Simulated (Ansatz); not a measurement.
Consider the formal exchange of groups at a B–B bond: `BBBr` + `O[SiH2][SiH3]` → `B[SiH2][SiH2]O` + `BBr`.

Computed with Ansatz on PBE0-D4/def2-TZVP structures; ΔE is electronic, products minus reactants. CBS: MP2 limit from def2 TZ/QZ plus the TZ coupled-cluster correction, frozen cores. Functionals use def2-TZVPP. For Br outer-core shells are correlated without core-valence functions, which leaves a few kJ/mol of doubt a bond. Scalar relativity is left out up to krypton. Each species was taken in one conformer, which may not be the lowest.

```json
{"level": "PBE-D4", "ΔE (kJ/mol)": "8.5"}
{"level": "PBE0-D4", "ΔE (kJ/mol)": "9.3"}
{"level": "BHLYP-D4", "ΔE (kJ/mol)": "12.6"}
{"level": "PBE", "ΔE (kJ/mol)": "9.4"}
{"level": "revPBE", "ΔE (kJ/mol)": "8.6"}
{"level": "RPA@PBE/def2-TZVPP", "ΔE (kJ/mol)": "4.9"}
{"level": "CCSD(T)/def2-SVP", "ΔE (kJ/mol)": "7.2"}
{"level": "HF/CBS(def2)", "ΔE (kJ/mol)": "14.7"}
```

What does CCSD(T)/CBS give? (Estimate.)

Computed: +8.2 kJ/mol. The listed levels differ from it by 0.3, 1.1, 4.4, 1.2, 0.4, -3.3, -1.0, 6.5 kJ/mol.

What do rigid-rotor, harmonic-oscillator terms from PBE0-D4/def2-TZVP frequencies (298.15 K, 1 bar) make of the CCSD(T)/CBS value? (Best estimate.)

The calculation gave: ΔZPE = +1.7 kJ/mol, ΔH = +10.8 kJ/mol, ΔS = -4 J/(mol·K), ΔG = +12.0 kJ/mol. Modes under 50 cm⁻¹ make the entropy rough.

Largest T1 diagnostic among the species: 0.014.

In def2-TZVPP, CCSD(T) changes the Hartree–Fock value by −7.1 kJ/mol (the triples alone add −1.5 kJ/mol) and MP2 by −6.6 kJ/mol. Leaving LDA and LC-ωPBE aside and taking each functional with its dispersion term where it has one, the values, not all of them listed here, spread over 5.8 kJ/mol, from revPBE-D4 to CAM-B3LYP-D4.
